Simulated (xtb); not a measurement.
ZnHCl, SMILES [ZnH][Cl]. All values are semi-empirical tight-binding results from xtb (GFN2-xTB unless named), good for trends rather than for accurate numbers. The structure is a stationary point at GFN2-xTB.

Optimised geometry:

Bonded distances (Å): Zn1–H2 1.483, Zn1–Cl3 2.060. Bond angles (°): H2–Zn1–Cl3 180.0.

For metal compounds this method's bond lengths and energies can be far off.

Estimate the properties. (Estimate from the structure and the level; the computed values follow.)


The point group as xtb finds it is C∞v and the orbital gap is 6.79 eV. The zero-point energy is 3.5 kcal/mol and the G − E(el) at 298.15 K (modified RRHO) is -11.9 kcal/mol.

Computed atomic charges and the Wiberg bond orders between heavy atoms:
charges (e) Zn1 0.28, H2 0.01, Cl3 -0.29. Bond orders Zn1–Cl3 1.00.
